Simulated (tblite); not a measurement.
Compound: C4H14N2OSi2.
Geometry (GFN2-xTB, Å), atoms numbered from 1 in this order:
```
atom  x, y, z in Å
C1    -1.9812   -0.1738    1.2832
C2    -1.6930   -0.2666   -0.2110
C3    -2.8097    0.3642   -1.0366
O4    -0.4948    0.3973   -0.5215
Si5    1.0089   -0.0573   -0.1408
C6     1.2279   -1.9414   -0.1912
N7     1.7481    0.7316    1.2281
Si8    2.9410    1.5889    0.3003
N9     2.1482    0.8744   -1.0608
H10   -2.9185   -0.6703    1.5205
H11   -1.1748   -0.6415    1.8416
H12   -2.0419    0.8704    1.5772
H13   -1.5886   -1.3257   -0.4894
H14   -2.9163    1.4115   -0.7678
H15   -2.5672    0.3024   -2.0939
H16   -3.7494   -0.1507   -0.8556
H17    2.2681   -2.2300   -0.0936
H18    0.8562   -2.3427   -1.1291
H19    0.6742   -2.4201    0.6114
H20    1.7272    0.5206    2.2082
H21    4.3034    1.0873    0.4636
H22    2.8179    3.0365    0.4280
H23    2.2093    1.0620   -2.0419
```

Computed with GFN2-xTB (tblite): harmonic, unscaled wavenumbers at the GFN2-xTB geometry, gas phase. The method is semi-empirical: single wavenumbers can be off by several per cent or more. Modes of hydrogen on silicon can be 10 to 20 % off. One conformer, not necessarily the lowest.

Harmonic wavenumbers (cm⁻¹): 35.3, 42.2, 68.8, 102.1, 107.0, 142.6, 172.9, 175.4, 198.9, 216.1, 229.0, 243.8, 321.1, 355.4, 393.6, 443.8, 452.4, 473.6, 554.3, 590.5, 697.0, 757.4, 776.3, 780.3, 785.5, 809.7, 854.1, 886.2, 913.4, 938.7, 952.5, 970.1, 1052.2, 1064.2, 1112.5, 1150.4, 1162.7, 1175.9, 1322.6, 1329.2, 1370.2, 1390.0, 1401.8, 1471.0, 1480.2, 1487.1, 1491.3, 1491.9, 1498.8, 2239.5, 2278.4, 2857.7, 3034.3, 3036.6, 3041.4, 3041.8, 3043.6, 3047.8, 3050.9, 3051.8, 3066.0, 3525.2, 3553.0.

A = 2181, B = 679.3, C = 653.3 MHz; mass 162.064 u (most abundant isotopes); point group C1, symmetry number 1.

Question: Zero-point energy?

Answer: ½Σν̃ = 39880 cm⁻¹ = 114.02 kcal/mol.

Question: Give the ideal-gas entropy at 200 K and 1 bar in the rigid-rotor, harmonic-oscillator model (classical rotation).

Answer: Translation 39.20, rotation 29.00, vibration 31.68: S = 99.9 cal/(mol K).

Question: And Cp and H(200 K) − H(0)?

Answer: Cp = 39.22 cal/(mol K), of which vibrations give 31.27 (their classical limit is 63 R = 125.2); H(200 K) − H(0) = 4.94 kcal/mol without the zero-point energy, 3.35 from vibrations.

Question: How do the functions run with temperature in this model?

Answer: 
```tsv
T (K)	S (cal/(mol K))	Cp (cal/(mol K))	H − H(0) (kcal/mol)	G − H(0) (kcal/mol)	ln q(vib)
150	89.5	32.9	3.14	-10.29	5.37
250	109.3	45.5	7.06	-20.27	9.59
298.15	117.8	51.3	9.39	-25.74	11.52
400	134.5	62.8	15.22	-38.60	15.47
600	163.5	80.0	29.61	-68.48	22.72
900	199.4	96.6	56.32	-123.11	32.50
```

q(vib) and H(0) count from the zero-point level.

Question: Blend soft modes into free rotors: weight 1/[1 + (100 cm⁻¹/ν̃)⁴] for the oscillator and the rest for a rotor with moment μB/(μ + B), μ = h/(8π²ν), B = 10⁻⁴⁴ kg m². What vibrational entropy results?

Answer: 28.96 cal/(mol K) in place of 31.68, which changes −T·S at 200 K by +0.54 kcal/mol.

Question: What must be added to the electronic energy to get the Gibbs energy at 200 K and 1 bar?

Answer: ZPE + [H(200 K) − H(0)] − T·S = 114.02 + 4.94 − 19.97 = 98.99 kcal/mol.

Question: Which modes carry the vibrational entropy at 200 K?

Answer: 35.3 cm⁻¹: 4.72; 42.2 cm⁻¹: 4.36; 68.8 cm⁻¹: 3.41; 102.1 cm⁻¹: 2.64; 107.0 cm⁻¹: 2.56; 142.6 cm⁻¹: 2.02 cal/(mol K); the other 57 give 11.97 together.

Hindered rotation and anharmonicity are outside this model. Other conformers, if any are populated, would add a mixing term that is left out. The structure is chiral; the term R ln 2 for an equal mix with its mirror image is left out.

On an Arm Neoverse N1 with one thread, shared host with 64 logical CPUs at a one-minute load of 62, this took 2.3 s wall. The figure is for the frequency step alone.
